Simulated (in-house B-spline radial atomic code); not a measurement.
A radial electron density 4πr²n(r) was computed for an atom or ion in its tabulated ground configuration with an all-electron radial atomic-structure program (B-spline basis); method: Dirac-Hartree-Fock, average of configuration. Columns: r (bohr), 4πr²n(r) (electrons per bohr), bar.

```
0.000515    2.738 #
0.000639    3.876 #
0.000792    5.449 ##
0.000982     7.62 ##
 0.00122    10.61 ###
 0.00151    14.57 #####
 0.00187     19.8 ######
 0.00232    26.64 #########
 0.00288    35.29 ###########
 0.00357    45.75 ###############
 0.00442    57.81 ###################
 0.00548    71.03 #######################
  0.0068     84.2 ###########################
 0.00842    95.43 ###############################
  0.0104    102.8 #################################
   0.013    104.9 ##################################
  0.0161    101.6 #################################
  0.0199    95.77 ###############################
  0.0247    92.71 ##############################
  0.0306    98.04 ################################
  0.0379    112.6 #####################################
   0.047    129.2 ##########################################
  0.0583    135.2 ############################################
  0.0723    124.4 ########################################
  0.0896    108.2 ###################################
   0.111    106.3 ###################################
   0.138    119.8 #######################################
   0.171    121.9 ########################################
   0.212    96.27 ###############################
   0.263    67.73 ######################
   0.326    65.88 #####################
   0.404       76 #########################
     0.5    68.32 ######################
   0.621    44.97 ###############
   0.769    26.57 #########
   0.954    18.14 ######
    1.18    13.45 ####
    1.47     8.55 ###
    1.82    4.536 #
    2.25    2.087 #
    2.79   0.8351 
    3.46   0.2725 
     4.3  0.06223 
    5.33 0.008871 
     6.6 0.0006798
```

Task: Which atom or ion is it?
A. Re2+
B. W2+
C. Ir3+
D. W3+

Result: B. The area under the curve, ∫4πr²n dr = ∫r·4πr²n d(ln r) on this logarithmic grid, is 72 electrons, which only this option has. The configuration is [Xe] 4f14 5d4.
